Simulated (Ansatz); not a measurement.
## quartet P: levels of theory in one basis

A single P atom.

Basis set: cc-pVDZ (spherical functions). Correlated methods keep 5 orbitals frozen. Correlation on ROHF uses semicanonical orbitals with singles. Charge 0, multiplicity 4.

Computed with Ansatz (development build ahead of 0.2.0); each method stands on the lowest determinant of its kind that the runs found.

```csv
method,E − E(ROHF) (eV),<S²> of the determinant
ROHF,0.00,3.75
UHF,0.00,3.75
ROHF-MP2,-1.73,–
UHF-MP2,-1.73,3.75
ROHF-CCSD,-2.21,–
ROHF-CCSD(T),-2.24,–
ROHF-CCSDT,-2.25,–
UHF-CCSDT(Q),-2.25,3.75
```

(1) Is a single determinant a sound starting point here?

Results:

(1) By this sign, yes. Unrestricted orbitals gain 0.00 eV and <S²> is 3.75 against 3.75 for a pure state.
